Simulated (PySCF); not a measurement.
A structure optimised at PBE-D3(BJ)/def2-SVP, used in a PySCF frequency run:

```
B
H 1 1.2171
Ge 1 2.0595 2 118.85
H 3 1.5528 1 113.97 2 -158.02
H 3 1.5534 4 108.72 1 -129.19
H 3 1.5614 4 106.52 5 -114.66
Ge 1 2.0595 2 118.85 3 -180.00
H 7 1.5528 1 113.97 2 -158.02
H 7 1.5534 8 108.72 1 -129.19
H 7 1.5614 8 106.52 9 -114.66
```
Charge 0, spin multiplicity 1.

Q: Write its SMILES, formula and point group.

A: [GeH3][BH][GeH3], BGe2H7, C2

Q: What are its rotational constants (standard atomic weights)?

A: 19.125, 0.98615, 0.95993 GHz
